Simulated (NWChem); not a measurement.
System: C3H5Cl; SMILES ClC1CC1

Q: Give the equilibrium geometry at PBE0/def2-SVP (NWChem) as a Z-matrix, with the point group.

A: point group Cs; any orientation.
```
C
H 1 1.0926
C 1 1.4923 2 119.00
H 3 1.0928 1 116.97 2 143.52
H 3 1.0936 4 114.71 1 144.10
C 1 1.4923 2 119.00 3 -70.39
H 6 1.0928 1 116.97 2 -143.52
H 6 1.0936 7 114.71 1 -144.10
Cl 1 1.7609 2 111.12 3 144.81
```
